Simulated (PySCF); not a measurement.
# Electron correlation in Be (beryllium, neutral)

[He] 2s2, closed-shell 1S. Computed with PySCF 2.14 in x2c-TZVPall (5s3p1d, 19 functions), with the spin-free X2C one-electron Hamiltonian (Gaussian nucleus). Frozen: 1s2; 2 electrons correlated.

Total MP2 correlation energy: -26.08 mhartree.

Same-spin part 0.00 and opposite-spin part -26.08 mhartree; SCS-MP2 scales them by 1/3 and 6/5 to -31.29 mhartree.

With two correlated electrons CCSD is exact within the correlated space (frozen core and kept virtual orbitals).

```tsv
level	correlation energy (mhartree)
CCSD	-45.09
```

Diagnostics: T1 = 0.021, D1 = 0.0290, largest double amplitude 0.149.

Question: Is a single reference adequate?

Answer: Mostly. T1 lies below 0.03, but a double amplitude of this size points to a near-degeneracy that CCSD handles and MP2 describes poorly.
